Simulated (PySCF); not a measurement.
Fractional electron number in Zr (zirconium, neutral)

The 5s beta orbital of [Kr] 4d2 5s2 is emptied in steps (occupation f), with all orbitals relaxed, ending at [Kr] 4d2 5s1. All numbers are calculated (PySCF 2.14, a scalar-relativistic core potential, in aug-cc-pVTZ-PP with ECP28MDF (6s6p5d3f2g, 88 functions)). The exact energy is a straight line in f; departures are measured from the line between the end points of the same method.

| f | BHandHLYP (eV) | B3LYP (eV) |
| --- | --- | --- |
| 1 | 0.000 | 0.000 |
| 0.9 | -0.116 | -0.183 |
| 0.7 | -0.275 | -0.431 |
| 0.5 | -0.332 | -0.517 |
| 0.3 | -0.284 | -0.437 |
| 0.1 | -0.124 | -0.187 |
| 0 | 0.000 | 0.000 |

| method | E(f=0) − E(f=1) (eV) | −ε at f=1 (eV) | −ε at f=0.5 (eV) |
| --- | --- | --- | --- |
| BHandHLYP | 6.347 | 5.068 | 6.319 |
| B3LYP | 6.593 | 4.563 | 6.575 |

Orbital energy along the path (eV):

```
  f  BHandHLYP   B3LYP
  1     -5.068  -4.563
0.9     -5.308  -4.956
0.7     -5.803  -5.756
0.5     -6.319  -6.575
0.3     -6.862  -7.415
0.1     -7.443  -8.268
  0     -7.683  -8.616
```

Reference removal energy between the ground levels: 6.634 eV (measured; NIST Atomic Spectra Database, ionization energies). The calculation has no spin-orbit coupling.
